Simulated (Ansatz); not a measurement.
Start from `F[B](F)[SnH3]` and change one element to get `CB(F)F`.

Ansatz, PBE0-D4/def2-TZVP geometries, multiplicity 1. 

Elements past krypton have def2 core potentials.

```
                               property  `F[B](F)[SnH3]`
   HOMO–LUMO gap (PBE0/def2-TZVPP) / eV             7.47
  HOMO–LUMO gap (B3LYP/def2-TZVPP) / eV             7.05
      HOMO energy (PBE/def2-TZVPP) / eV            -7.34
     HOMO energy (PBE0/def2-TZVPP) / eV            -8.61
  HOMO energy (ωB97M-V/def2-TZVPP) / eV           -10.74
HOMO–LUMO gap (ωB97M-V/def2-TZVPP) / eV            11.55
```

Q: Give the same properties after the change, and the shifts. (Best estimate.)

A: Computed: 
```csv
property,`CB(F)F`,shift
HOMO–LUMO gap (PBE0/def2-TZVPP) / eV,10.64,3.17
HOMO–LUMO gap (B3LYP/def2-TZVPP) / eV,10.10,3.05
HOMO energy (PBE/def2-TZVPP) / eV,-8.60,-1.26
HOMO energy (PBE0/def2-TZVPP) / eV,-10.26,-1.65
HOMO energy (ωB97M-V/def2-TZVPP) / eV,-12.64,-1.90
HOMO–LUMO gap (ωB97M-V/def2-TZVPP) / eV,14.56,3.01
```

With PBE0 the HOMO falls by 1.65 eV and the LUMO rises by 1.50 eV, so the gap widens by about 3.15 eV. PBE moves the HOMO by -1.26 eV and ωB97M-V by -1.90 eV.

B3LYP here is the variant with VWN-RPA as its local correlation; programs differ in this.
